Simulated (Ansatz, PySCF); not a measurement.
H4O3SSn, SMILES [OH][Sn]([OH])([OH])[SH]. Atoms are numbered in the order given.

```xyz
9

O     -0.5976     1.3706    -1.4571
Sn    -0.2043     0.0290    -0.0726
O     -1.5249     0.4742     1.3253
O     -0.4679    -1.7442    -0.8911
S      2.0294    -0.0836     0.7747
H     -1.1270     2.0901    -1.0897
H     -1.3369     0.0232     2.1574
H     -1.1135    -1.7021    -1.6080
H      2.2095    -1.2573     0.1256
```
Charge 0, spin multiplicity 1.

Geometry optimised at PBE0-D3(BJ)/def2-SVP. The structure was generated by enumeration; whether it is a known compound was not checked. The def2 effective core potentials stand for the cores of Sn; spin–orbit coupling is left out. One conformer was computed; it need not be the lowest.

Two levels are set side by side: PBE-D3(BJ)/def2-SVP (Ansatz, a program for electronic structure) and PBE0-D3(BJ)/def2-SVP (Ansatz). Each level has its own optimised geometry; the coordinates shown are those of the second. Frequencies come from the Hessian of PySCF at each geometry. Differences are taken from unrounded values.

```csv
quantity,PBE0-D3(BJ),PBE-D3(BJ),PBE-D3(BJ) minus PBE0-D3(BJ)
mean bond length (Å),1.569,1.591,0.022
bond O1–Sn2 (Å),1.968,1.998,0.031
bond Sn2–O3 (Å),1.974,2.006,0.032
bond Sn2–O4 (Å),1.971,2.001,0.030
bond Sn2–S5 (Å),2.392,2.423,0.032
bond O1–H6 (Å),0.966,0.979,0.013
bond O3–H7 (Å),0.965,0.978,0.013
bond O4–H8 (Å),0.966,0.978,0.013
bond S5–H9 (Å),1.353,1.365,0.012
highest harmonic wavenumber (cm⁻¹),3888,3700,-188
mean harmonic wavenumber (cm⁻¹),1021,977,-44
zero-point energy (kcal/mol),30.65,29.33,-1.32
```

Exact exchange shortens and stiffens bonds; PBE has none. Differences between two approximate levels are no errors against the true value.
